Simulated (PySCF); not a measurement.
CH8GeO2Si2, SMILES C([SiH2][SiH2][GeH3])(=O)O, GFN2-xTB optimised geometry.

```
14

O      0.99    -1.30     0.00
C      1.63    -0.27     0.00
O      2.96    -0.27     0.00
Si     0.84     1.48     0.00
Si    -1.40     0.98    -0.34
Ge    -1.82    -1.30    -0.06
H      3.31    -1.18     0.01
H      1.24     2.04     1.30
H      1.61     2.21    -1.01
H     -1.81     1.41    -1.69
H     -2.23     1.78     0.57
H     -1.33    -2.21    -1.13
H     -3.31    -1.57    -0.06
H     -1.39    -1.89     1.25
```

Density from PySCF with PBE0/def2-TZVP at that geometry.

Minimum of the electron density along straight lines between bonded atoms, close to the bond critical point (lines longer than 1.1 times the sum of covalent radii, or with two minima, are not listed):

| bond | length / Å | ρ at the minimum / e bohr⁻³ | ∇²ρ there / e bohr⁻⁵ | position (fraction from the first atom) |
|---|---|---|---|---|
| O1–C2 | 1.213 | … | -0.19 | 0.67 |
| C2–O3 | 1.329 | … | -0.50 | 0.34 |
| C2–Si4 | 1.922 | … | 0.19 | 0.62 |
| Si4–Si5 | 2.318 | 0.095 | -0.14 | 0.63 |
| Si5–Ge6 | 2.341 | 0.093 | -0.15 | 0.47 |
| O3–H7 | 0.975 | 0.347 | -2.37 | 0.81 |
| Si4–H8 | 1.468 | 0.123 | 0.18 | 0.49 |
| Si4–H9 | 1.466 | 0.124 | 0.18 | 0.49 |
| Si5–H10 | 1.472 | 0.121 | 0.19 | 0.49 |
| Si5–H11 | 1.471 | 0.121 | 0.18 | 0.49 |
| Ge6–H12 | 1.493 | 0.143 | 0.09 | 0.60 |
| Ge6–H13 | 1.517 | 0.135 | 0.09 | 0.59 |
| Ge6–H14 | 1.494 | 0.142 | 0.09 | 0.60 |

**Question.** Some entries are withheld; supply them.

**Answer.** 
- O1–C2, ρ at the minimum / e bohr⁻³: 0.421
- C2–O3, ρ at the minimum / e bohr⁻³: 0.314
- C2–Si4, ρ at the minimum / e bohr⁻³: 0.111
